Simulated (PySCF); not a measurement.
C4H14Si3: core ionisation energies

C4H14Si3.
Numbering: `[SiH3:1][SiH:2]([SiH3:3])[CH:4]1[CH2:5][CH2:6][CH2:7]1`

Theory: delta-SCF UKS SCAN, pcX-2 on the ionised atom, pcseg-1 elsewhere, spin-free X2C (PySCF). Each binding energy is the total energy of the core-ionised species, with the hole localised on one atom, minus that of the ground state; both are solved self-consistently, so orbital relaxation is included.

Problem. List the computed XPS lines with their assignment.

Solution. 
```csv
atom(s),bonded to,level,binding energy (eV),2p1/2 (eV),above the level's lowest (eV),count
Si1/Si3,3 H and Si,Si 2p3/2,106.22,106.84,+0.48,2
Si1/Si3,3 H and Si,Si 1s,1845.93,–,+0.48,2
Si2,"C, H and 2 Si",Si 2p3/2,105.74,106.37,0.00,1
Si2,"C, H and 2 Si",Si 1s,1845.45,–,0.00,1
C4,"2 C, H and Si",C 1s,289.92,–,0.00,1
C5/C7,2 C and 2 H,C 1s,290.36,–,+0.44,2
C6,2 C and 2 H,C 1s,290.42,–,+0.50,1
```

The listed C 1s values span 0.50 eV, from C4 (bonded to 2 C, H and Si) to C6 (bonded to 2 C and 2 H). The widest gap between neighbouring values is 0.44 eV, between 289.92 and 290.36 eV. Summing the Pauling electronegativity differences to the bonded atoms, each weighted by its formal bond order, gives -1.00 for the lowest site and -0.70 for the highest; no listed site has a larger sum than the highest.

Lowest listed Si 1s: Si2, bonded to C, H and 2 Si. Highest, 0.48 eV above it: Si1/Si3, bonded to 3 H and Si. Summing the Pauling electronegativity differences to the bonded atoms, each weighted by its formal bond order, gives +0.95 for the lowest site and +0.90 for the highest; the largest sum, +0.95, belongs to Si2, 0.48 eV below the top. The smallest sum, +0.90, belongs to Si1/Si3, 0.48 eV above the lowest.

Lowest listed Si 2p3/2: Si2, bonded to C, H and 2 Si. Highest, 0.48 eV above it: Si1/Si3, bonded to 3 H and Si.

Problem. Which photon energy gives electrons from Si 2p3/2 of Si1/Si3 a kinetic energy of 150 eV, and what is their de Broglie wavelength?

Solution. hν = 106.22 + 150 = 256.22 eV, recoil neglected; λ = 12.264 Å/√(E/eV) = 1.00 Å.

The first atom of each set that the bonding makes equivalent was ionised and stands for the set. 2p3/2 and 2p1/2 are the ΔSCF energy of one spin-free 2p hole plus the eigenvalues of a spin–orbit and ligand-field matrix of the shell. 2p1/2 minus 2p3/2 (ligand field included): Si 0.62 eV. One conformer (not necessarily the lowest) at the PBE0-D3(BJ)/def2-SVP geometry, without solvent, vibrations or thermal averaging.

Shape of the structure used: `[SiH3:1][SiH:2]([SiH3:3])[CH:4]1[CH2:5][CH2:6][CH2:7]1`: Si1–Si2–C4–C5 173°.
